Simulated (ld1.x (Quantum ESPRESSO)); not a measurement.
**Reading a pseudo-wave (N (Z = 7))**

Columns: radius, all-electron u(r) and pseudo u(r) of the 2s shell (level -18.42 eV) of nitrogen in the configuration [He] 2s2 2p3; LDA (PZ), scalar-relativistic, TM semilocal scheme, ld1.x (Quantum ESPRESSO) 7.5.

```json
{"r (bohr)": "0.060", "all-electron": "0.3148", "pseudo": "-0.0447"}
{"r (bohr)": "0.120", "all-electron": "0.3892", "pseudo": "-0.0908"}
{"r (bohr)": "0.180", "all-electron": "0.3317", "pseudo": "-0.1398"}
{"r (bohr)": "0.240", "all-electron": "0.2071", "pseudo": "-0.1930"}
{"r (bohr)": "0.300", "all-electron": "0.0537", "pseudo": "-0.2517"}
{"r (bohr)": "0.360", "all-electron": "-0.1057", "pseudo": "-0.3170"}
{"r (bohr)": "0.420", "all-electron": "-0.2578", "pseudo": "-0.3889"}
{"r (bohr)": "0.480", "all-electron": "-0.3956", "pseudo": "-0.4665"}
{"r (bohr)": "0.540", "all-electron": "-0.5157", "pseudo": "-0.5471"}
{"r (bohr)": "0.600", "all-electron": "-0.6171", "pseudo": "-0.6268"}
{"r (bohr)": "0.660", "all-electron": "-0.7000", "pseudo": "-0.7007"}
{"r (bohr)": "0.720", "all-electron": "-0.7655", "pseudo": "-0.7642"}
{"r (bohr)": "0.780", "all-electron": "-0.8151", "pseudo": "-0.8143"}
{"r (bohr)": "0.840", "all-electron": "-0.8506", "pseudo": "-0.8505"}
{"r (bohr)": "0.900", "all-electron": "-0.8738", "pseudo": "-0.8738"}
{"r (bohr)": "0.960", "all-electron": "-0.8863", "pseudo": "-0.8863"}
{"r (bohr)": "1.020", "all-electron": "-0.8898", "pseudo": "-0.8898"}
{"r (bohr)": "1.080", "all-electron": "-0.8858", "pseudo": "-0.8858"}
{"r (bohr)": "1.140", "all-electron": "-0.8755", "pseudo": "-0.8755"}
{"r (bohr)": "1.200", "all-electron": "-0.8602", "pseudo": "-0.8602"}
{"r (bohr)": "1.260", "all-electron": "-0.8409", "pseudo": "-0.8409"}
{"r (bohr)": "1.320", "all-electron": "-0.8184", "pseudo": "-0.8184"}
{"r (bohr)": "1.380", "all-electron": "-0.7934", "pseudo": "-0.7934"}
{"r (bohr)": "1.440", "all-electron": "-0.7667", "pseudo": "-0.7667"}
{"r (bohr)": "1.500", "all-electron": "-0.7387", "pseudo": "-0.7387"}
{"r (bohr)": "1.560", "all-electron": "-0.7100", "pseudo": "-0.7100"}
```

**Question.** How many radial nodes do the two functions have?

**Answer.** The all-electron 2s function has n − l − 1 = 1; the pseudo-wave has 0, since the states of the same l below it are removed with the core.

**Question.** At about which radius was the pseudo-wave matched?

**Answer.** 0.95 bohr. The columns agree to 0.0005 from 0.84 bohr on; several derivatives are matched, so the curves merge somewhat inside the radius.

**Question.** Is the pseudo-wave norm-conserving?

**Answer.** Yes: the TM semilocal scheme keeps the norm inside the radius equal to the all-electron one, which fixes the energy derivative of the logarithmic derivative at the level.
